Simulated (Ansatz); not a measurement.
```yaml
crystal:
  periodic: [false, false, false]
  atoms:
    - {symbol: N, position_ang: [-1.064649, 1.445523, 0.179951]}
    - {symbol: C, position_ang: [0.018469, 0.862443, -0.289567]}
    - {symbol: N, position_ang: [0.485207, -0.207362, 0.548212]}
    - {symbol: Al, position_ang: [0.816085, -1.937056, 0.245933]}
    - {symbol: H, position_ang: [-1.427276, 2.212609, -0.215116]}
    - {symbol: H, position_ang: [-1.856464, 0.657983, 0.288317]}
    - {symbol: H, position_ang: [0.854476, 1.684828, -0.444397]}
    - {symbol: H, position_ang: [-0.025663, 0.284843, -1.208412]}
    - {symbol: H, position_ang: [0.672700, 0.087079, 1.491450]}
    - {symbol: Xx, position_ang: [0.465843, -2.403924, -1.288881]}
    - {symbol: H, position_ang: [1.363661, -3.032285, 1.342741]}
basis:
  gaussian: {orbitals: def2-SVP, final_grid: {core_spheres: 5, valence_spheres: 4, degree: 11}}
magnetization: {spin_polarized: true, initial_magnetization: 2}
hamiltonian: {xc: {name: wB97M-V}}
output: {forces: true}
```

```sh
$ ansatz run in.yaml --threads 2 --pin off --events-out ev --progress --plain --max-ram 4352MiB
```

How does Ansatz answer? (Estimate.)

Ansatz gave: The input was rejected before any iteration.
```
Error: YAML parse error: error: line 13 column 16: `Xx` is not an element symbol (H … Og, case-exact)
11 |     - {symbol: H, position_ang: [-0.025663, 0.284843, -1.208412]}
12 |     - {symbol: H, position_ang: [0.672700, 0.087079, 1.491450]}
13 |     - {symbol: Xx, position_ang: [0.465843, -2.403924, -1.288881]}
14 |     - {symbol: H, position_ang: [1.363661, -3.032285, 1.342741]}
15 | basis:
```
